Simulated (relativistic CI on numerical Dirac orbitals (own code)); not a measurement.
# d7 in a ligand field

Computed with a parametric ligand-field model of a d^n configuration (Racah B and C, spin-orbit zeta, crystal field), exact diagonalisation.

Field parameters in Wybourne normalisation: Oh B⁴₀ = 21Dq, B⁴₄ = √(5/14) B⁴₀. The field is a parameter set, without covalency.

(1) Lowest levels for B = 620, C = 2630, ζ = 1900 cm⁻¹, Oh, 10Dq = 19250 cm⁻¹?

(2) Lowest levels for B = 1030, C = 3900, ζ = 730 cm⁻¹, Oh, 10Dq = 28500 cm⁻¹?

(3) Lowest levels for B = 480, C = 1930, ζ = 560 cm⁻¹, Oh, 10Dq = 3250 cm⁻¹?

(4) Lowest levels for B = 990, C = 4580, ζ = 740 cm⁻¹, Oh, 10Dq = 3750 cm⁻¹?

(5) Lowest levels for B = 990, C = 4940, ζ = 640 cm⁻¹, Oh, 10Dq = 12450 cm⁻¹?

Answers

(1) Γ8 0 (S 0.62), Γ6 5378 (S 1.49), Γ8 6510 (S 1.47), Γ7 8767 (S 1.50), Γ8 9149 (S 1.44), Γ8 16856 (S 0.60), Γ8 18688 (S 0.57), Γ6 19027 (S 0.56), Γ7 19028 (S 0.58) cm⁻¹, with S from ⟨S²⟩ = S(S + 1). The ground level has 1.13 electrons in the cubic e pair; its S is far from a half-integer, so spin-orbit coupling mixes spin states.

(2) Γ8 0 (S 0.52), Γ6 8511 (S 1.50), Γ8 8974 (S 1.50), Γ7 9773 (S 1.50), Γ8 9829 (S 1.49), Γ8 25655 (S 0.51), Γ6 26234 (S 0.50), Γ8 26609 (S 0.52), Γ7 26886 (S 0.51) cm⁻¹, with S from ⟨S²⟩ = S(S + 1). The ground level has 1.04 electrons in the cubic e pair.

(3) Γ6 0 (S 1.50), Γ8 327 (S 1.49), Γ8 868 (S 1.49), Γ7 1115 (S 1.50), Γ6 3406 (S 1.50), Γ8 3440 (S 1.49), Γ8 3574 (S 1.49), Γ7 3768 (S 1.49), Γ8 6605 (S 0.53) cm⁻¹, with S from ⟨S²⟩ = S(S + 1). The ground level has 2.12 electrons in the cubic e pair.

(4) Γ6 0 (S 1.50), Γ8 431 (S 1.50), Γ8 1164 (S 1.50), Γ7 1479 (S 1.50), Γ6 3978 (S 1.50), Γ8 4067 (S 1.50), Γ8 4281 (S 1.50), Γ7 4475 (S 1.50), Γ8 8072 (S 1.50) cm⁻¹, with S from ⟨S²⟩ = S(S + 1). The ground level has 2.15 electrons in the cubic e pair.

(5) Γ6 0 (S 1.50), Γ8 418 (S 1.50), Γ8 1088 (S 1.50), Γ7 1206 (S 1.50), Γ8 10737 (S 0.52), Γ6 11628 (S 1.50), Γ8 11675 (S 1.50), Γ8 11799 (S 1.49), Γ7 12044 (S 1.50) cm⁻¹, with S from ⟨S²⟩ = S(S + 1). The ground level has 2.07 electrons in the cubic e pair.
